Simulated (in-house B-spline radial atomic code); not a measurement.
Nd⁺: [Xe] 4f4 7g1 (an excited or competing configuration)

Level of theory: Dirac-Hartree-Fock, average of configuration, Fermi nucleus of rms radius 4.9123 fm; calculated with an all-electron radial atomic-structure program (B-spline basis).

Z_r = [3n² - l(l+1)]/(2<r>); Z_e = n√(-2ε); the last column is Slater's effective charge. Values are occupation-weighted means over j. An effective charge above Z reflects the relativistic contraction of the inner shells.

| shell | electrons | ε (eV) | <r> (bohr) | Z_r | Z_e | Slater |
| --- | --- | --- | --- | --- | --- | --- |
| 1s | 2 | -43833 | 0.02363 | 63.49 | 56.76 | 59.70 |
| 2s | 2 | -7210.6 | 0.1004 | 59.78 | 46.04 | 55.85 |
| 2p | 6 | -6456.7 | 0.08856 | 56.46 | 43.57 | 55.85 |
| 3s | 2 | -1621 | 0.2649 | 50.97 | 32.75 | 48.75 |
| 3p | 6 | -1376 | 0.2631 | 47.51 | 30.17 | 48.75 |
| 3d | 10 | -1027.8 | 0.2412 | 43.54 | 26.07 | 38.85 |
| 4s | 2 | -352.47 | 0.6074 | 39.51 | 20.36 | 32.25 |
| 4p | 6 | -269.17 | 0.6425 | 35.80 | 17.79 | 32.25 |
| 4d | 10 | -145.8 | 0.7094 | 29.60 | 13.09 | 20.85 |
| 5s | 2 | -61.994 | 1.499 | 25.02 | 10.67 | 10.85 |
| 5p | 6 | -39.354 | 1.729 | 21.11 | 8.50 | 10.85 |
| 4f | 4 | -21.374 | 1.03 | 17.48 | 5.01 | 12.95 |
| 7g | 1 | -1.1109 | 31.74 | 2.00 | 2.00 | - |

The least bound orbital is 7g7/2 at -1.111 eV, and it is also the most diffuse (<r> = 31.74 bohr).

Spin-orbit splittings of the orbital energies (j = l + 1/2 above j = l - 1/2 when positive): 2p 521.7 eV, 3p 106.5 eV, 3d 22.71 eV, 4p 23.24 eV, 4d 4.166 eV, 5p 3.265 eV, 4f 0.3785 eV, 7g -7.17e-06 eV.

For the 1s electron the small component carries 4.95 % of the norm, the zero-frequency Breit interaction raises the level by 122.3 eV, self-energy by 72 eV, and vacuum polarisation lowers it by 11.05 eV.

The density falls to 0.001 bohr⁻³ at 3.578 bohr; Σ<r²> = 1180.4 bohr² gives, by the non-relativistic formula and without the paramagnetism of open shells, a Langevin diamagnetic susceptibility of -934.9×10⁻⁶ cm³/mol.
